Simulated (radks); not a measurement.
Results of a calculation; reference values are marked as such.
Question: Hg XI, 70 electrons, occupied as [Xe] 4f14 5d2. Level of theory: scalar-relativistic Kohn-Sham, BLYP, spin-polarised, spherical densities, finite nucleus; open shells are filled with parallel spins first (spin-orbit coupling, left out, can overturn this in heavy ions); Fermi nuclear charge, rms radius 5.4648 fm (a radial shooting solver on a logarithmic mesh with Libxc functionals). Some entries of the table are withheld. Estimate them.

| orbital | occ. | eigenvalue (Ry) | <r^2> (bohr^2) |
|---|---|---|---|
| 1s down | 1 | -6123.932 | 0.0003809 |
| 1s up | 1 | -6123.932 | 0.0003809 |
| 2s up | 1 | -1096.175 | 0.005797 |
| 2s down | 1 | -1096.155 | 0.005797 |
| 2p up | 3 | -947.4278 | 0.004897 |
| 2p down | 3 | -947.4117 | 0.004897 |
| 3s up | 1 | -269.8886 | 0.03734 |
| 3s down | 1 | -269.8809 | 0.03733 |
| 3p up | 3 | -226.8895 | 0.03846 |
| 3p down | 3 | -226.8810 | 0.03846 |
| 3d up | 5 | -181.5752 | 0.03185 |
| 3d down | 5 | -181.5609 | 0.03185 |
| 4s up | 1 | -69.23705 | 0.1796 |
| 4s down | 1 | -69.21776 | 0.1796 |
| 4p up | 3 | -55.12052 | 0.2052 |
| 4p down | 3 | -55.10210 | 0.2052 |
| 4d up | 5 | -38.35031 | 0.2316 |
| 4d down | 5 | -38.32848 | 0.2314 |
| 5s up | 1 | -20.94045 | 0.8499 |
| 5s down | 1 | -20.80778 | 0.8455 |
| 4f up | 7 | -19.73289 | 0.2728 |
| 4f down | 7 | -19.70324 | 0.2714 |
| 5p up | 3 | -16.87277 | (1) |
| 5p down | 3 | -16.71549 | (2) |
| 5d up | 2 | -11.95983 | 1.494 |
| 5d down | 0 | -11.78844 | 1.501 |

Answer: 
(1) 5p up <r^2> (bohr^2): 1.060
(2) 5p down <r^2> (bohr^2): 1.056
